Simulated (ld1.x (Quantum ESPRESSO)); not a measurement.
## arsenic ultrasoft: all-electron and pseudo phase curves

arsenic, ultrasoft, made with ld1.x (Quantum ESPRESSO) 7.5 (PBE, scalar-relativistic). Core [Ar], reference 3d10 4s2 4p3. Waves: 4s (bound): rcut 1.40, rcutus 1.55 bohr; 4s channel at 0.7 Ry: rcut 1.40, rcutus 1.55 bohr; 4p (bound): rcut 1.35, rcutus 1.70 bohr; 4p channel at 1.35 Ry: rcut 1.35, rcutus 1.70 bohr; 3d (bound): rcut 0.80, rcutus 0.90 bohr; 3d channel at 1.2 Ry: rcut 0.80, rcutus 0.90 bohr. Local part: all-electron potential smoothed inside 1.30 bohr (lloc = -1). Core correction: a·sin(br)/r model core inside 0.60 bohr. Augmentation charge: PSQ, radius 0.65 bohr.

The phase is arctan(r·u′/u) with u = r·R(r), unwrapped; energies in Ry, scanned from -5 to 5 Ry. A pole is an energy at which the radial function vanishes at the test radius. The pseudo phase is shifted by a multiple of π to meet the all-electron one at the reference energy, and phase errors are pseudo minus all-electron; the curves can meet again beyond the range given. Levels narrower than the energy grid can be missing from the lists of poles.

```tsv
channel	radius (bohr)	reference energy (Ry)	poles, all-electron	poles, pseudo	unbroken range about the reference energy with phases within 0.05 rad	phase error 1 Ry above the reference energy (rad)
s	1.84	-1.07	2.58	2.20, 2.63	below 2.2	+0.000
p	1.84	-0.38	4.32	4.27	the whole range	+0.000
d	1.84	-2.99	-2.87	-2.87	the whole range	+0.000
```

Phases in the p channel:

```
E (Ry)  all-electron  pseudo
 -5.00         1.292   1.290
 -4.48         1.271   1.270
 -3.96         1.245   1.244
 -3.44         1.212   1.211
 -2.92         1.169   1.168
 -2.40         1.109   1.108
 -1.88         1.021   1.020
 -1.36         0.880   0.880
 -0.84         0.634   0.634
 -0.32         0.184   0.184
  0.20        -0.433  -0.432
  0.72        -0.896  -0.896
  1.24        -1.153  -1.153
  1.76        -1.299  -1.299
  2.28        -1.391  -1.392
  2.80        -1.456  -1.456
  3.32        -1.503  -1.504
  3.84        -1.541  -1.543
  4.36        -1.573  -1.576
  4.88        -1.601  -1.606
```
